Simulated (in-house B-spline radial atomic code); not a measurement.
# Ionising Te XVIII (Te17+) with different functionals

Computed with an all-electron radial atomic-structure program (B-spline basis): scalar-relativistic (spin-free X2C) Hamiltonian, Fermi nucleus of rms radius 4.7423 fm, spin-polarised at highest spin, spherical fractional occupations for the functionals. The ionisation energy is the difference of two self-consistent energies, [Ar] 3d10 4s2 4p5 → [Ar] 3d10 4s2 4p4, without Breit or QED terms; ε is the level of the shell that loses the electron (its least bound occupied spin orbital). There is no spin-orbit coupling in this Hamiltonian.

Hybrids are left out here: with spherical fractional occupations of an open shell their exact exchange keeps a self-interaction that integer-occupation calculations don't have.

```csv
method,rung,ΔSCF (eV),-ε(4p) (eV)
LDA exchange-only,LDA,493.56,478.74
PW91,GGA,495.84,481.06
PBE,GGA,?,?
PBEsol,GGA,?,?
```

(1) What does PBEsol give?

(2) What does PBE give?

(3) How do they compare with the NIST value?

Results:

(1) ΔSCF 495.61 eV, and -ε(4p) = 480.84 eV.

(2) ΔSCF 495.59 eV, and -ε(4p) = 480.85 eV.

(3) NIST lists 491 eV ± 3 (tabulated theory, ground level to ground level). Errors run from +2.56 to +4.84 eV; all lie within about twice that uncertainty, so the table can't rank the methods.
